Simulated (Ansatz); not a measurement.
C2H7BO, SMILES `CBOC`. The species carries charge 0 and has multiplicity 1.

```tsv
atom	x (Å)	y (Å)	z (Å)
C1	0.067	-1.126	1.549
B2	-0.030	0.066	0.547
O3	0.056	-0.169	-0.778
C4	-0.027	0.866	-1.733
H5	0.215	-2.091	1.061
H6	0.885	-0.960	2.258
H7	-0.841	-1.178	2.160
H8	-0.182	1.206	0.919
H9	0.889	0.875	-2.328
H10	-0.160	1.841	-1.256
H11	-0.872	0.670	-2.398
```

What are the harmonic wavenumbers in cm⁻¹ at PBE0-D4/def2-TZVP (Ansatz, finite differences of forces, unscaled)? (An estimate is asked.)

Ansatz gave: 101, 144, 189, 265, 452, 681, 770, 985, 1026, 1036, 1149, 1189, 1215, 1321, 1396, 1452, 1454, 1489, 1494, 1511, 2534, 3037, 3038, 3096, 3118, 3123, 3138.

Is this a minimum?

Yes, all 27 modes are real.

Give the ideal-gas thermochemistry at 298.15 K and 1 bar (rigid rotor, harmonic oscillator; point group Cs, symmetry number 1).

Zero-point energy 241.7 kJ/mol; H(298) − E = 259.7 kJ/mol; entropy 309.5 J/(mol·K), of which translation 159.5, rotation 100.2, vibration 49.8; G(298) − E = 167.4 kJ/mol.
